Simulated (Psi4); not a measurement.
CrF₂O₂, charge -1, doublet, at a GFN2-xTB geometry of the parent state (such geometries of metal compounds can be far from the true shape) (a state made from the parent by changing its charge; the spin is typed, not shown lowest) (a gas-phase anion, which may not be bound at this level); HF/STO-3G (Psi4).

Psi4 was given this input:
```
memory 2 GB

molecule mol {
-1 2
  Cr    0.052098   -0.009182    0.017120
  O     1.235119   -0.334455   -0.927286
  O     0.502059    0.028293    1.498124
  F    -0.567081    1.486993   -0.393793
  F    -1.116006   -1.190364   -0.159271
}

set basis sto-3g
set reference uhf

energy('scf')
print_variables()
```

It wrote (shortened):

```
   => Loading Basis Set <=

    Name: STO-3G
    Role: ORBITAL
    Keyword: BASIS

         ---------------------------------------------------------
                                   SCF
               by Justin Turney, Rob Parrish, Andy Simmonett
                          and Daniel G. A. Smith
                              UHF Reference
         ---------------------------------------------------------

  ==> Geometry <==

    Molecular point group: c1
    Full point group: C1

    Geometry (in Angstrom), charge = -1, multiplicity = 2:

       Center              X                  Y                   Z               Mass
    ------------   -----------------  -----------------  -----------------  -----------------
         CR           0.064268834808    -0.011326924829     0.021119161313    51.940506230000
         O            1.247289834808    -0.336599924829    -0.923286838687    15.994914619570
         O            0.514229834808     0.026148075171     1.502123161313    15.994914619570
         F           -0.554910165192     1.484848075171    -0.389793838687    18.998403162730
         F           -1.103835165192    -1.192508924829    -0.155271838687    18.998403162730

  Running in c1 symmetry.

  Rotational constants: A =      0.15231  B =      0.13609  C =      0.12992 [cm^-1]
  Rotational constants: A =   4566.25744  B =   4079.80696  C =   3894.77487 [MHz]
  Nuclear repulsion =  355.172781272678662

  Charge       = -1
  Multiplicity = 2
  Electrons    = 59
  Nalpha       = 30
  Nbeta        = 29

  ==> Algorithm <==

  SCF Algorithm Type is DF.
  DIIS enabled.
  MOM disabled.
  Fractional occupation disabled.
  Guess Type is SAD.
  Energy threshold   = 1.00e-06
  Density threshold  = 1.00e-06
  Integral threshold = 1.00e-12

  ==> Primary Basis <==

  Basis Set: STO-3G
    Blend: STO-3G
    Number of shells: 20
    Number of basis functions: 38
    Number of Cartesian functions: 39
    Spherical Harmonics?: true
    Max angular momentum: 2

   => Loading Basis Set <=

    Name: (STO-3G AUX)
    Role: JKFIT
    Keyword: DF_BASIS_SCF

  ==> Integral Setup <==

  SCF_SUBTYPE=INCORE selected. In-core MEM_DF algorithm will be used.
  Using in-core AOs.

  ==> MemDFJK: Density-Fitted J/K Matrices <==

    J tasked:                   Yes
    K tasked:                   Yes
    wK tasked:                   No
    Algorithm:                 Core
    Schwarz Cutoff:           1E-12
    Mask sparsity (%):       3.1856
[...]
   @DF-UHF iter  89: -1376.13671169564236    8.41157e-03   1.87671e-03 DIIS/ADIIS
   @DF-UHF iter  90: -1376.14756032249102   -1.08486e-02   6.94013e-04 DIIS/ADIIS
   @DF-UHF iter  91: -1376.14746165650718    9.86660e-05   7.05956e-04 DIIS/ADIIS
   @DF-UHF iter  92: -1376.14608250232732    1.37915e-03   8.66644e-04 DIIS/ADIIS
   @DF-UHF iter  93: -1376.14627039515904   -1.87893e-04   8.01597e-04 DIIS/ADIIS
   @DF-UHF iter  94: -1376.14669643252773   -4.26037e-04   8.28383e-04 DIIS/ADIIS
   @DF-UHF iter  95: -1376.14731440286459   -6.17970e-04   8.36003e-04 DIIS/ADIIS
   @DF-UHF iter  96: -1376.14753256770518   -2.18165e-04   9.70697e-04 DIIS/ADIIS
   @DF-UHF iter  97: -1376.14661706394531    9.15504e-04   9.85762e-04 DIIS/ADIIS
   @DF-UHF iter  98: -1376.14602001541107    5.97049e-04   9.90942e-04 DIIS/ADIIS
   @DF-UHF iter  99: -1376.14566473905256    3.55276e-04   9.60601e-04 DIIS/ADIIS
   @DF-UHF iter 100: -1376.13688436230541    8.78038e-03   2.20174e-03 DIIS/ADIIS

PsiException: Could not converge SCF iterations in 100 iterations.

  Failed to converge.

Traceback (most recent call last):
  File "psi4", line 375, in <module>
  File "<string>", line 26, in <module>
  File "site-packages/psi4/driver/driver.py", line 533, in energy
  File "site-packages/psi4/driver/procrouting/proc.py", line 2760, in run_scf
  File "site-packages/psi4/driver/procrouting/proc.py", line 2047, in scf_helper
  File "site-packages/psi4/driver/procrouting/scf_proc/scf_iterator.py", line 93, in scf_compute_energy
  File "site-packages/psi4/driver/procrouting/scf_proc/scf_iterator.py", line 86, in scf_compute_energy
  File "site-packages/psi4/driver/procrouting/scf_proc/scf_iterator.py", line 609, in scf_iterate

psi4.driver.p4util.exceptions.SCFConvergenceError: Could not converge SCF iterations in 100 iterations.

Printing out the relevant lines from the Psithon --> Python processed input file:
      F    -1.116006   -1.190364   -0.159271
    ""","mol")
    core.IO.set_default_namespace("mol")
    core.set_global_option("BASIS", "sto-3g")
    core.set_global_option("REFERENCE", "uhf")
--> energy('scf')
    print_variables()

!-------------------------------------------------------!
!                                                       !
!  Could not converge SCF iterations in 100 iterations. !
!                                                       !
!-------------------------------------------------------!
```

Convergence was not reached.
